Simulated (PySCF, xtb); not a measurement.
1-chloro-1-methylcyclopropane (C4H7Cl), SMILES CC1(Cl)CC1.

GFN2-xTB in xtb 6.7.1 at its own geometry gives an orbital gap of 6.76 eV and a dipole moment of 2.16 D.

The structure is a stationary point at PBE0-D3(BJ)/def2-SVP.

Question: What does PBE/def2-TZVP (PySCF) give? (Estimate from the structure and the level; the computed values follow.)

Answer: gap 5.96 eV (levels -6.32 and -0.36 eV), dipole 1.89 D.
